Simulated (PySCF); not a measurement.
Si(Me)2(Et)(Vi), SMILES C=C[Si](C)(C)CC (GFN2-xTB optimised geometry):

```
21

C     -2.263    -1.090    -2.511
C     -1.511    -1.594    -1.545
Si    -0.937    -0.662     0.000
C     -1.588    -1.585     1.541
C     -1.598     1.126     0.000
C      0.981    -0.662     0.000
C      1.594     0.020     1.218
H     -2.566    -1.664    -3.375
H     -2.612    -0.072    -2.483
H     -1.195    -2.627    -1.638
H     -2.670    -1.671     1.519
H     -1.319    -1.066     2.456
H     -1.180    -2.589     1.601
H     -1.311     1.653     0.905
H     -2.682     1.143    -0.056
H     -1.213     1.690    -0.844
H      1.344    -1.690    -0.046
H      1.347    -0.169    -0.902
H      1.285     1.061     1.272
H      2.682    -0.008     1.173
H      1.280    -0.476     2.134
```

Calculation: B3LYP/def2-SVP (PySCF).

What are the frontier orbital energies and the dipole moment?

HOMO-2 -8.04 eV, HOMO-1 -7.81 eV, HOMO -7.18 eV, LUMO -0.03 eV, LUMO+1 1.25 eV; dipole moment 0.16 D.

On the same geometry PBE/def2-SVP in PySCF gives HOMO-2 -6.93 eV, HOMO-1 -6.72 eV, HOMO -6.24 eV, LUMO -0.86 eV, LUMO+1 0.74 eV; dipole moment 0.21 D.

Meta-Löwdin charges at B3LYP/def2-SVP: C1 -0.20, C2 -0.33, Si3 0.89, C4 -0.54, C5 -0.54, C6 -0.40, C7 -0.27, H8 0.10, H9 0.09, H10 0.10, H11 0.11, H12 0.10, H13 0.10, H14 0.11, H15 0.11, H16 0.11, H17 0.09, H18 0.09, H19 0.09, H20 0.09, H21 0.09.
